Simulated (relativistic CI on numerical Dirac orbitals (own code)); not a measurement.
**One change at a time: Hf⁴²⁺**

Base calculation: Dirac-Coulomb-Breit CI, orbitals from a KLI potential per configuration, model QED (radiative potential, 1s self-energy scaled to tabulated hydrogen-like ionisation energies), unscaled Slater integrals.

Configurations in the expansion (outside the closed core [Ar]): 3d10.4s2, 3d10.4s.4p, 3d10.4p2, 3d10.4s.4d, 3d10.4d2, 3d10.4s.4f, 3d10.4p.4d, 3d10.4f2, 3d10.4p.4f, 3d10.4d.4f, 3d10.4s.5s, 3d10.4s.5p, 3d10.4s.5d, 3d10.4s.5f, 3d10.4s.5g, 3d10.4s.6s, 3d10.4s.6p, 3d10.4s.6d, 3d10.4s.6f, 3d10.4s.7s, 3d9.4s2.4p, 3d9.4s2.4d, 3d9.4s2.4f, 3d9.4s2.5s, 3d9.4s2.5p, 3d9.4s2.5d. Double excitations out of closed p, d and f shells are left out; levels of such configurations are missing from the list, as are those of other unlisted configurations, and high levels can miss mixing partners. These lack a partner that the ground configuration has and come out too high: 3d9.4s2.4p, 3d9.4s2.4d, 3d9.4s2.4f, 3d9.4s2.5s, 3d9.4s2.5p.

The lowest level and the first level of each name with at least 55 % of one term (blank where a level has no safe partner in the second run):

```csv
Level,Base (eV),Shift (eV)
3d10.4s2 1S_0,0.000,0.000
3d10.4s.4p 3P°_0,81.593,+0.352
3d10.4s.4p 3P°_1,88.313,-0.167
3d10.4s.4p 3P°_2,167.964,+0.340
3d10.4s.4p 1P°_1,185.151,-1.330
3d10.4p2 3P_0,187.866,-0.521
3d10.4p2 3P_1,268.071,+0.063
3d10.4p2 1D_2,269.260,+0.185
3d10.4s.4d 3D_1,320.142,-0.018
3d10.4s.4d 3D_2,323.201,-0.209
3d10.4s.4d 3D_3,338.284,-0.006
3d10.4p2 1S_0,366.248,-1.104
3d10.4p.4d 3F°_2,406.143,+0.649
3d10.4p.4d 3F°_3,433.257,-0.006
```

At this charge energies of transitions that change n are usually good to better than 1 %, and those within a shell (Δn = 0) to a few per cent.

Q: One thing was changed in a second run, which moved the levels as shown. Which?
A. only the first 3 configurations
B. configuration mixing switched off
C. valence Slater integrals scaled by 0.9
D. QED terms removed
E. Breit term removed

A: C. Valence Slater integrals scaled by 0.9. Scaling acts on the splittings between terms and on the mixing, and leaves the fine structure of pure LS terms nearly alone; in jj coupling it moves the levels of one term differently.

LS names give the leading component of a level, which can be under half, so a name can repeat, a term be missing and a line seem to break the LS rules.
